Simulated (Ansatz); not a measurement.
`C=[C]([AlH2])BO` + H₂Te → `OB[TeH]` + `C=[CH][AlH2]` at 400 K and 1 bar (ligand exchange at a B–C bond).

Isolated molecules relaxed with PBE0-D4/def2-TZVP in Ansatz; ΔE leaves out vibrations. CCSD(T)/CBS adds triple-zeta CCSD(T) − MP2 to the extrapolated MP2 energy (def2 sets, frozen cores). def2 core potentials past Kr. For Te outer-core shells are correlated without core-valence functions, which leaves a few kJ/mol of doubt a bond. Each species was taken in one conformer, which may not be the lowest.

| species | CCSD(T)/CBS energy (Eh) | H − E (kJ/mol) | S (J/(mol·K)) |
| --- | --- | --- | --- |
| `C=[C]([AlH2])BO` | -421.71090 | 227.8 | 386.4 |
| H₂Te | -268.91024 | 45.0 | 239.1 |
| `OB[TeH]` | -369.55161 | 112.6 | 318.1 |
| `C=[CH][AlH2]` | -321.08307 | 168.1 | 312.7 |

H − E and S are ideal-gas, rigid-rotor, harmonic terms from PBE0-D4/def2-TZVP, for one conformer and one mirror image of each species. 1 Eh = 2625.50 kJ/mol, R = 8.31446 J/(mol·K).

**Question.** By hand: ΔE, ΔH, ΔS and ΔG.

**Answer.** ΔE = (-369.55161) + (-321.08307) − (-421.71090) − (-268.91024) = -0.01354 Eh = -35.5 kJ/mol. Δ(H − E) = 112.6 + 168.1 − 227.8 − 45.0 = 7.9, so ΔH = -27.6 kJ/mol. ΔS = 318.1 + 312.7 − 386.4 − 239.1 = 5.3 J/(mol·K). ΔG = -27.6 − 400 × (5.3)/1000 = -29.7 kJ/mol.

**Question.** By hand: the equilibrium constant, and the temperature at which ΔG would vanish if ΔH and ΔS stayed fixed.

**Answer.** log₁₀ K = −ΔG/(RT ln 10) = 3.9. ΔH and −TΔS have one sign here, so there is no such temperature. One of them is within its doubt of zero, so this could turn.

The number of gas molecules stays the same, so ΔS is small and ΔH decides. A doubt of 5 kJ/mol in ΔE shifts log₁₀ K by 0.7 here. Other conformers and mirror images would add mixing entropy, several J/(mol·K) or more a flexible species. Modes under 60 cm⁻¹, often nearly free rotors, make the harmonic entropy too high. These are equilibria of isolated gas molecules and say nothing of rates. Largest T1 diagnostic: 0.013 (customary marks: 0.02 for closed shells, 0.045 for open ones).
